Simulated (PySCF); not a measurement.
Precursor series Zn Cl-F. Isolated molecules, 0 K electronic values unless said otherwise.

The HOMO–LUMO gap from two functionals at the same geometries (TPSS-D3(BJ)/def2-SVP), both in PySCF: PBE-D3(BJ)/def2-TZVP and TPSSh-D3(BJ)/def2-TZVP. 

```csv
species,PBE-D3(BJ)/def2-TZVP (eV),TPSSh-D3(BJ)/def2-TZVP (eV)
0 of 2 Cl replaced by F ([Zn(Cl)2]),5.04,6.22
1 of 2 Cl replaced by F ([Zn(Cl)(F)]),5.12,6.34
2 of 2 Cl replaced by F ([Zn(F)2]),5.60,7.05
```

Over these rows, drawn at random from the members with no instability flagged (it was tested for open shells, ions and some series alone), PBE minus TPSSh-D3(BJ): mean -1.29 eV, from -1.45 eV to -1.19 eV.
